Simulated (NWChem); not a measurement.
InH, singlet; SMILES [InH]

All runs: NWChem. Low-valent species are run as closed-shell singlets; no triplet was tried in these runs. Geometry: optimised at PBE0-D3(BJ)/def2-TZVP. def2 effective core potentials on In; no spin-orbit coupling. Level PBE/def2-SVP: single points from the atomic guess with DIIS by default; each run changes one setting, and all converged runs end within 0.3 mHa of each other. NWChem's automatic level shift, which a small gap switches on, acted in some of these runs.

### Question
Which setting needs the most SCF iterations, or fails (core-Hamiltonian guess; DIIS on 20 Fock matrices; defaults; DIIS on 3 Fock matrices; occupation smearing of 0.005 Ha; no level shifting)?

### Answer
core-Hamiltonian guess, with 17 against 6 for the defaults.
```csv
setting,SCF iterations
defaults,6
core-Hamiltonian guess,17
no level shifting,6
DIIS on 3 Fock matrices,8
DIIS on 20 Fock matrices,6
occupation smearing of 0.005 Ha,6
```
